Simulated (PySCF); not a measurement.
## [BrSe2]-, singlet: data card

Level of theory: PBE0 in PySCF with Br def2-SVPD, Se def2-SVPD; no relativity; density-fitted integrals.

The structure is a minimum.

```xyz
3
charge -1 multiplicity 1, angstrom
Br    0.0000    0.0000   -0.8094
Se    2.0398    0.0000    0.3997
Se   -2.0398    0.0000    0.3997
```

```json
{"Point group": "C2v", "Bond lengths": "Br–Se 2.371 Å (×2)", "Bond angles": "Se–Br–Se 118.7°", "Rotational symmetry number": "2", "Enthalpy at 298.15 K above 0 K": "14.48 kJ/mol", "Lowest empty level": "1.20 eV", "Zero-point energy": "3.5 kJ/mol", "Highest occupied level": "-1.48 eV", "Rotational constants": "0.2183, 0.02535, 0.02271 cm⁻¹", "Heat capacity Cp at 298.15 K": "56.2 J/(mol K)", "Entropy at 298.15 K and 1 bar": "322.6 J/(mol K)", "Dipole moment about the centre of mass": "1.70 D", "Principal polarisabilities": "87.9, 91.8, 187.9 bohr³", "Principal quadrupole moments (Buckingham, traceless) about the centre of mass": "-16.35, 6.15, 10.20 D Å"}
```

Harmonic modes (masses in u: Br 78.918, Se 79.917):
| symmetry | ω (cm⁻¹) | IR (km/mol) |
| --- | --- | --- |
| a1 | 88 | 0.3 |
| a1 | 239 | 0.1 |
| b2 | 258 | 30.3 |

In C2v the vibrations span 2a1 + b2. Here b1 is antisymmetric to the molecular plane and b2 lies in it.

Charges (e); Mulliken and Löwdin values are unreliable with diffuse functions:
| atom | Mulliken | Löwdin | polar tensor | Mayer order to Br1 |
| --- | --- | --- | --- | --- |
| Br1 | -0.10 | -0.31 | 0.19 | – |
| Se2,3 | -0.45 | -0.35 | -0.60 | 0.95 |

Mulliken populations on Br1: s 7.90, p 16.92, d 10.29.

Counting electrons, bromine keeps 4 of its valence electrons outside its bonds, so the VSEPR class is AX2E2 and the expected shape is bent (C2v), as computed.

Only a few start shapes were tried, so a lower isomer may exist. The lowest empty level of this anion is unbound, so it and the gap depend on the basis.

The final relaxation and frequency run took roughly 100 core-seconds on a shared host.
